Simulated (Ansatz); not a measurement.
Consider the cleavage of the Ge–Ge bond: `F[CH2][GeH2][GeH3]` + `[OH][GeH3]` → `[GeH3][O][GeH3]` + `F[CH2][GeH3]`.

Isolated molecules relaxed with PBE0-D4/def2-TZVP in Ansatz; ΔE leaves out vibrations. CBS: MP2 limit from def2 TZ/QZ plus the TZ coupled-cluster correction, frozen cores. Functionals use def2-TZVPP. B3LYP here is the variant with VWN-RPA as its local correlation; programs differ in this. For Ge outer-core shells are correlated without core-valence functions, which leaves a few kJ/mol of doubt a bond. Scalar relativity is left out up to krypton. Each species was taken in one conformer, which may not be the lowest.

`F[CH2][GeH2][GeH3]`:

Cartesian coordinates in Å:
```
F 1.861 -1.312 -0.093
C 1.445 -0.483 0.938
Ge 0.192 0.885 0.244
Ge -1.550 -0.196 -1.044
H 2.329 -0.017 1.382
H 0.955 -1.099 1.698
H -0.399 1.633 1.456
H 0.970 1.892 -0.620
H -0.962 -0.844 -2.306
H -2.224 -1.285 -0.193
H -2.617 0.828 -1.462
```

`[OH][GeH3]`:

```xyz
6

O    -0.753    1.046    0.469
Ge    0.358   -0.193   -0.169
H    -1.604    0.684    0.724
H     1.633    0.581   -0.510
H    -0.253   -0.853   -1.420
H     0.620   -1.266    0.906
```

`[GeH3][O][GeH3]`:

Z-matrix (Å, degrees):
```
Ge
O 1 1.773
H 1 1.533 2 105.7
H 1 1.541 2 109.2 3 119.8
H 1 1.541 2 109.2 3 -119.8
Ge 2 1.773 1 127.5 3 180.0
H 6 1.533 2 105.7 1 180.0
H 6 1.541 2 109.2 1 60.1
H 6 1.541 2 109.2 1 -60.2
```

`F[CH2][GeH3]`:

Cartesian coordinates in Å:
```
F 1.136 1.171 1.097
C 0.898 0.479 -0.081
Ge -0.831 -0.470 0.020
H 1.717 -0.227 -0.237
H 0.897 1.197 -0.906
H -1.965 0.543 0.235
H -1.050 -1.217 -1.308
H -0.802 -1.475 1.180
```

CCSD(T)/CBS gives +0.03 eV.

Q: Another level gave +0.16 eV. Which?
A. HF/def2-TZVPP
B. B3LYP/def2-TZVPP
C. PBE-D4/def2-TZVPP
D. ωB97X-V/def2-TZVPP

A: C. PBE-D4 0.16, B3LYP 0.03, HF/def2-TZVPP -0.20, ωB97X-V -0.01 eV.

Largest T1 diagnostic among the species: 0.012.

From PBE to PBE0 (25 % exact exchange), in def2-TZVPP and without D4, ΔE moves by −0.03 eV. In def2-TZVPP, CCSD(T) changes the Hartree–Fock value by +0.20 eV (the triples alone add +0.01 eV) and MP2 by +0.19 eV.
